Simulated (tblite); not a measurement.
Compound: C₆H₉BN₂.
Atom-mapped SMILES: `[CH3:1][B:2]([CH3:3])[NH:4][CH2:5][C:6]#[C:7][C:8]#[N:9]` (hydrogens: H10, H11, H12 on C1; H13, H14, H15 on C3; H16 on N4; H17, H18 on C5)

Computed with GFN2-xTB (tblite), gas phase: L-BFGS steps from a force-field or distance-geometry start until the largest atomic force falls under 0.01 eV/Å.

Step 4: E = -664.1908 eV
```
atom  x, y, z in Å  |  force x, y, z in eV/Å
C1     -0.9823   -0.1435   -1.4023    0.082   0.170  -0.045
B2     -1.0365   -0.1514    0.1792    0.016  -0.094  -0.231
C3     -2.2082    0.6212    0.8621   -0.192  -0.086   0.179
N4     -0.1665   -0.9239    0.9863    0.044  -0.073  -0.256
C5      1.1536   -1.3239    0.5268   -0.116  -0.396  -0.113
C6      1.9264   -0.1646    0.1297    0.659   0.907  -0.318
C7      2.5436    0.8456   -0.1797   -0.934  -1.539   0.476
C8      3.2575    1.9386   -0.5329    0.287   0.421  -0.153
N9      3.8726    2.8641   -0.8362   -0.126  -0.171   0.062
H10    -1.7134    0.5471   -1.8054    0.054   0.201  -0.130
H11    -0.0103    0.1058   -1.8062    0.136   0.007  -0.200
H12    -1.2671   -1.1206   -1.7942    0.173  -0.085   0.090
H13    -2.0922    1.7011    0.8258    0.123  -0.011  -0.120
H14    -2.2869    0.3502    1.9008   -0.302  -0.015   0.408
H15    -3.1299    0.3930    0.3455   -0.362   0.042   0.081
H16    -0.5802   -1.6347    1.5649    0.038   0.378   0.551
H17     1.6758   -1.8632    1.3344    0.033   0.222  -0.091
H18     1.0352   -2.0345   -0.3104    0.386   0.121  -0.190
```

Step 5: E = -664.2307 eV
```
atom  x, y, z in Å  |  force x, y, z in eV/Å
C1     -0.9727   -0.1381   -1.3894   -0.363   0.304  -0.810
B2     -1.0516   -0.1536    0.1670    0.522  -0.388   0.528
C3     -2.2117    0.6150    0.8702   -0.351  -0.085   0.213
N4     -0.1588   -0.9323    0.9666   -0.889   0.049  -0.034
C5      1.1505   -1.3235    0.5163    0.239  -0.446   0.134
C6      1.9347   -0.1711    0.1284   -0.855  -1.363   0.377
C7      2.5294    0.8193   -0.1713    1.092   1.748  -0.553
C8      3.2518    1.9335   -0.5321    0.239   0.272  -0.093
N9      3.8713    2.8616   -0.8351   -0.543  -0.773   0.253
H10    -1.7066    0.5555   -1.8143    0.230  -0.024   0.029
H11    -0.0146    0.1020   -1.8206    0.326   0.078  -0.099
H12    -1.2527   -1.1164   -1.7898    0.112  -0.049   0.138
H13    -2.0894    1.6941    0.8179    0.136  -0.015  -0.048
H14    -2.3042    0.3504    1.9161   -0.193   0.034   0.167
H15    -3.1392    0.3992    0.3549   -0.333   0.018   0.099
H16    -0.5811   -1.6142    1.5923    0.323   0.656   0.209
H17     1.6800   -1.8509    1.3271    0.002   0.135  -0.064
H18     1.0561   -2.0243   -0.3158    0.306  -0.151  -0.449
```

Problem. Estimate the geometry and energy of step 6. (The exact step hangs on the optimiser's Hessian estimate; all steps are aligned on step 5, rigid shifts and turns removed.)

Solution. E = -664.2955 eV, largest force 0.763 eV/Å
```
atom  x, y, z in Å  |  force x, y, z in eV/Å
C1     -0.9719   -0.1303   -1.3889   -0.176   0.171  -0.718
B2     -1.0566   -0.1624    0.1704    0.303  -0.086   0.235
C3     -2.2169    0.6094    0.8782   -0.308  -0.087   0.135
N4     -0.1679   -0.9365    0.9494   -0.548  -0.241   0.216
C5      1.1506   -1.3255    0.5126    0.046  -0.479   0.108
C6      1.9367   -0.1850    0.1292   -0.014   0.181  -0.073
C7      2.5322    0.8208   -0.1717    0.169   0.257  -0.100
C8      3.2473    1.9294   -0.5315   -0.298  -0.577   0.188
N9      3.8626    2.8482   -0.8304    0.208   0.370  -0.121
H10    -1.6958    0.5580   -1.8195    0.036   0.104  -0.019
H11    -0.0171    0.0991   -1.8325    0.389   0.138  -0.015
H12    -1.2400   -1.1108   -1.7851    0.001  -0.131   0.103
H13    -2.0872    1.6870    0.8117    0.159  -0.008   0.006
H14    -2.3182    0.3516    1.9249   -0.151   0.042   0.158
H15    -3.1456    0.4051    0.3643   -0.385  -0.035   0.057
H16    -0.5779   -1.5915    1.6108    0.352   0.646   0.202
H17     1.6834   -1.8410    1.3203   -0.006  -0.015   0.096
H18     1.0736   -2.0191   -0.3241    0.223  -0.249  -0.457
```

The energy changes by -0.0648 eV. The first-order estimate −F·Δx gives -0.0968 eV and the mean of the old and new forces, exact on a quadratic surface, -0.0648 eV. The step makes an angle of 63° with the force vector and moves no atom by more than 0.029 Å.

What follows is the cost of the whole relaxation. Time: 1.2 s. Hardware: one thread of an Arm Neoverse V1, shared host with 32 logical CPUs at a one-minute load of 19.
